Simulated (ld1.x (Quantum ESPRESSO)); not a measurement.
## What one change does to a pseudopotential (Fe (Z = 26), TM)

- Element: Fe (Z = 26)
- Generator: ld1.x (Quantum ESPRESSO) 7.5
- Type: norm-conserving Troullier–Martins (Kleinman–Bylander form)
- Functional: PBE
- Relativity: scalar-relativistic
- Frozen core: [Ar]
- Valence charge: 8
- Reference configuration: 3d6 4s1.75 4p0.25
- Partial waves: 4s (bound): rc 1.65 bohr; 4p (bound): rc 2.80 bohr; 3d (bound): rc 1.60 bohr
- Local potential: all-electron potential smoothed inside 1.70 bohr (lloc = -1)
- Core correction: a·sin(br)/r model core, default radius (core density twice the valence density)

Change: local potential all-electron potential smoothed inside 1.76 bohr (lloc = -1).

Cutoffs: the cutoffs (Ry, on a coarse ladder) from which the occupation-weighted sum of valence levels, in a spherical-Bessel basis at the reference potential, stays within 10 and 1 mRy of its value at 400 Ry; they do not see the model core or the augmentation charge, which bear on the density cutoff. Errors are all-electron minus pseudo energies relative to the spin-unpolarised reference configuration.

Problem. Predict the effect on cutoff, ghosts and configuration errors.

Solution. The potential gets neither clearly harder nor softer (100 Ry and 160 Ry → 100 Ry and 160 Ry); the bound ghost in s disappears; of the 7 tests that both files solve, the error grows in 2 and shrinks in 2 by more than 15 % and 0.3 meV (median size 6.1 → 12.7 meV). In the separable form a ghost depends on how the local part lies against the semilocal potential of the channel, so the choice of the local part can create or remove one.

| quantity | base | changed |
| --- | --- | --- |
| cutoff, loose | 100 Ry | 100 Ry |
| cutoff, tight | 160 Ry | 160 Ry |
| loose cutoff by channel (10 mRy a level) | s 10 Ry, p 6 Ry, d 90 Ry | s 21 Ry, p 6 Ry, d 90 Ry |
| bound ghosts | s | none |
| error for 3d6 4s2 4p0, meV [ΔE -1.00 eV] | +0.3 | +0.3 |
| error for 3d6 4s1 4p0, meV [ΔE 7.73 eV] | +5.5 | +2.5 |
| error for 3d6 4s0 4p0, meV [ΔE 23.93 eV] | -19 | -19 |
| error for 3d6 4s1 4p1, meV [ΔE 3.11 eV] | +1.3 | +0.9 |
| error for 3d6.5 4s1.5 4p0, meV [ΔE -1.73 eV] | -6.1 | -13 |
| error for 3d7 4s1 4p0, meV [ΔE -1.79 eV] | -62 | -72 |
| error for 3d4 4s0 4p0, meV [ΔE 111.25 eV] | -1275 | -1290 |
| s: phases at 3.04 bohr within 0.05 rad from the reference energy up to (Ry; the scan ends near 5) | -0.1 | -0.0 |
| p: phases at 3.04 bohr within 0.05 rad from the reference energy up to (Ry; the scan ends near 5) | 1.6 | 1.6 |
| d: phases at 3.04 bohr within 0.05 rad from the reference energy up to (Ry; the scan ends near 5) | 0.8 | 0.8 |

 A true bound ghost makes a file unfit for plane-wave use even where its test errors are small: the radial tests pick states by their node count and pass the ghost by.
